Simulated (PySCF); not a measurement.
Species: C4H3F5O.
Atom-mapped SMILES: `[F:1][CH2:2][C:3]([F:4])([F:5])[C@@:6]1([F:7])[O:8][C@@H:9]1[F:10]` (hydrogens: H11, H12 on C2; H13 on C9)

Cartesian coordinates in Å at the GFN2-xTB level; atoms count from 1:
```
atom  x, y, z in Å
F1    -1.0376   -0.7311    1.5562
C2    -1.6524   -0.2758    0.4294
C3    -0.6444    0.5202   -0.4073
F4    -0.4012    1.7284    0.1608
F5    -1.1844    0.7830   -1.6198
C6     0.6854   -0.2158   -0.5541
F7     0.5076   -1.4736   -1.0140
O8     1.7819    0.4561   -1.0438
C9     1.8583    0.0695    0.2813
F10    2.7002   -0.9324    0.5611
H11   -2.0057   -1.1382   -0.1438
H12   -2.4816    0.3727    0.7284
H13    1.8695    0.8374    1.0480
```

PySCF closed-shell single points with density fitting, gas phase. The input was altered on purpose; the results of an altered input aren't properties of the species above.

Task: What comes out at LDA/pcSseg-1 with: at most 88 cycles, charge set to -2?

Result: E = -723.1585 Eh; HOMO 9.47 eV, LUMO 9.47 eV (gap 0.00 eV), in 50 cycles. The system has 82 electrons in place of 80. The HOMO energy is positive; such an orbital is held in place by the finite basis.

The SCF part of the output:
```
final grid: 130176 points
cycle   1  E = -722.8252876634  dE =  2.154e+00  |g| = 1.254e+00  |ddm| = 4.774e+00
cycle   2  E = -721.6224482177  dE =  1.203e+00  |g| = 2.708e+00  |ddm| = 1.777e+01
cycle   3  E = -722.9640368882  dE = -1.342e+00  |g| = 6.398e-01  |ddm| = 2.267e+01
cycle   4  E = -722.9386602973  dE =  2.538e-02  |g| = 6.255e-01  |ddm| = 1.775e+01
cycle   5  E = -723.0812466600  dE = -1.426e-01  |g| = 4.727e-01  |ddm| = 1.107e+01
cycle   6  E = -723.0693578949  dE =  1.189e-02  |g| = 4.124e-01  |ddm| = 1.178e+01
cycle   7  E = -723.1181636650  dE = -4.881e-02  |g| = 2.342e-01  |ddm| = 1.291e+01
cycle   8  E = -723.1478616199  dE = -2.970e-02  |g| = 1.548e-01  |ddm| = 7.622e+00
cycle   9  E = -723.1329615671  dE =  1.490e-02  |g| = 2.167e-01  |ddm| = 7.283e+00
cycle  10  E = -723.1455934057  dE = -1.263e-02  |g| = 1.582e-01  |ddm| = 2.074e+00
... (30 lines left out)
cycle  41  E = -723.1584669481  dE = -1.276e-05  |g| = 3.168e-03  |ddm| = 7.114e-02
cycle  42  E = -723.1584651865  dE =  1.762e-06  |g| = 3.663e-03  |ddm| = 1.288e-02
cycle  43  E = -723.1584694878  dE = -4.301e-06  |g| = 2.264e-03  |ddm| = 3.623e-02
cycle  44  E = -723.1584719221  dE = -2.434e-06  |g| = 6.877e-04  |ddm| = 4.074e-02
cycle  45  E = -723.1584721529  dE = -2.308e-07  |g| = 1.921e-04  |ddm| = 2.265e-02
cycle  46  E = -723.1584721600  dE = -7.090e-09  |g| = 1.595e-04  |ddm| = 1.008e-03
cycle  47  E = -723.1584721554  dE =  4.561e-09  |g| = 1.841e-04  |ddm| = 6.564e-04
cycle  48  E = -723.1584721698  dE = -1.440e-08  |g| = 8.139e-05  |ddm| = 6.880e-03
cycle  49  E = -723.1584721732  dE = -3.382e-09  |g| = 1.244e-05  |ddm| = 2.431e-03
cycle  50  E = -723.1584721733  dE = -9.049e-11  |g| = 5.236e-07  |ddm| = 3.312e-04
converged SCF energy = -723.1584721733
```
